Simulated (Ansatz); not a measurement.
Input (CCSDT(Q)/cc-pV(T+d)Z; Ansatz, a program for electronic structure): A basis named .json is the Basis Set Exchange file of that set.

Ansatz 0.2 input:
```yaml
crystal:
  periodic: [false, false, false]
  atoms:
    - {symbol: C, position_ang: [-1.14981457, -0.05477791, -0.04502006]}
    - {symbol: Si, position_ang: [0.54785519, 0.02610017, 0.02145083]}
    - {symbol: H, position_ang: [-1.76847219, 0.83159725, -0.09957680]}
    - {symbol: H, position_ang: [-1.68390593, -0.99607076, -0.03559828]}
    - {symbol: H, position_ang: [1.39794796, -1.17454559, 0.09584332]}
    - {symbol: H, position_ang: [1.28334497, 1.30228411, 0.00914054]}
basis:
  gaussian:
    orbitals: cc-pV_T+d_Z.json
magnetization: {spin_polarized: false}
correlation: {method: ccsdt_q, electrons: outside_noble_gas}
```

Output:

```
Functional definition: HF
integrals: 0.33 GiB planned
1603 factors; integrals over basis functions are off by at most 1.8e-7 eV
mean field: 0.43 GiB planned
mean field evaluation 1: about -8952.2962 eV, gradient 3.0e1 eV
mean field evaluation 2: about -8952.2964 eV, gradient 3.0e1 eV
mean field evaluation 4: about -8954.9413 eV, gradient 2.7e0 eV
mean field evaluation 8: about -8954.9878 eV, gradient 2.6e-1 eV
mean field evaluation 16: about -8954.9411 eV, gradient 2.7e0 eV
mean field -8954.98842866 eV, -329.0897548441 hartree, gradient 2.7e-6 eV, S^2 0.000000; 0 other end points of the search recorded, 0 dependent functions left out; unrestricted orbitals would lower it
6 core orbitals not correlated
reference -8954.98842866 eV, -329.0897548441 hartree; 6, 6 occupied and 113, 113 virtual orbitals, 1603 factors
second order -8.04616319 eV of doubles, -0.00000000 eV of singles
coupled cluster: 3.48 GiB planned
cycle   1  -8.52466953 eV  change   -4.8e-1 eV  update   9.1e-2
cycle   2  -9.01985437 eV  change   -5.0e-1 eV  update   4.7e-2
cycle   3  -9.30784050 eV  change   -2.9e-1 eV  update   2.3e-2
cycle   4  -9.26430870 eV  change    4.4e-2 eV  update   7.8e-3
cycle   5  -9.26908614 eV  change   -4.8e-3 eV  update   4.7e-3
cycle   6  -9.27988224 eV  change   -1.1e-2 eV  update   1.6e-3
cycle   7  -9.27961969 eV  change    2.6e-4 eV  update   7.6e-4
cycle   8  -9.27890267 eV  change    7.2e-4 eV  update   2.0e-4
cycle   9  -9.27909523 eV  change   -1.9e-4 eV  update   8.5e-5
cycle  10  -9.27912758 eV  change   -3.2e-5 eV  update   3.1e-5
cycle  11  -9.27909213 eV  change    3.5e-5 eV  update   1.4e-5
cycle  12  -9.27910958 eV  change   -1.7e-5 eV  update   6.3e-6
cycle  13  -9.27911150 eV  change   -1.9e-6 eV  update   1.9e-6
cycle  14  -9.27911324 eV  change   -1.7e-6 eV  update   8.1e-7
cycle  15  -9.27911411 eV  change   -8.8e-7 eV  update   2.6e-7
coupled cluster: 3.48 GiB planned
perturbative correction -0.02533619 eV, -0.0009310877 hartree
Total energy: -8964.29287896 eV, -329.4316870859 hartree
```
